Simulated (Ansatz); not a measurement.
F₃N, charge +1, doublet, at a GFN2-xTB geometry (a state made from the parent by changing its charge; the spin is typed, not shown lowest), atoms displaced at random by about 0.03 Å a coordinate; PBE0/STO-3G, gradient run with Ansatz (an electronic-structure program).

The Ansatz input:
Ansatz 0.2 input:
```yaml
crystal:
  periodic: [false, false, false]
  atoms:
    - {symbol: F, position_ang: [1.28450486, -0.26333299, -0.09661405]}
    - {symbol: N, position_ang: [-0.03222447, 0.00767234, 0.27365413]}
    - {symbol: F, position_ang: [-0.33913301, 1.15185076, -0.08540658]}
    - {symbol: F, position_ang: [-0.86101050, -0.86838679, -0.05158859]}
basis:
  gaussian:
    orbitals: STO-3G
hamiltonian:
  xc: pbe0
total_charge: 1
magnetization: {spin_polarized: true, initial_magnetization: 1}
output: {forces: true}
```

It wrote (shortened):

```
Functional definition: PBE0
288 factors; integrals over basis functions are off by at most 2.2e-5 eV
mean field evaluation 1: about -9478.5146 eV, gradient 2.3e1 eV
mean field evaluation 2: about -9473.6757 eV, gradient 3.8e1 eV
mean field evaluation 4: about -9481.6400 eV, gradient 1.3e0 eV
mean field evaluation 8: about -9481.7026 eV, gradient 7.4e-2 eV
mean field -9481.70264690 eV, -348.4461453446 hartree, gradient 2.1e-5 eV, S^2 0.755872; 0 other end points of the search recorded, 0 dependent functions left out
the calculation of the forces begins
reference -9481.70265077 eV, -348.4461454868 hartree; 17, 16 occupied and 3, 4 virtual orbitals, 288 factors
Total energy: -9481.70265077 eV, -348.4461454868 hartree
Atom 0 at     1.284505    -0.263333    -0.096614 Å, force     1.099330    -0.680547    -0.049901 eV/Å
Atom 1 at    -0.032224     0.007672     0.273654 Å, force     8.547181    -2.644323     5.380350 eV/Å
Atom 2 at    -0.339133     1.151851    -0.085407 Å, force    -3.047498    10.822509    -2.909912 eV/Å
Atom 3 at    -0.861011    -0.868387    -0.051589 Å, force    -6.599014    -7.497639    -2.420537 eV/Å
Dipole moment:    -0.057017     0.004662    -0.021803 e Å
```
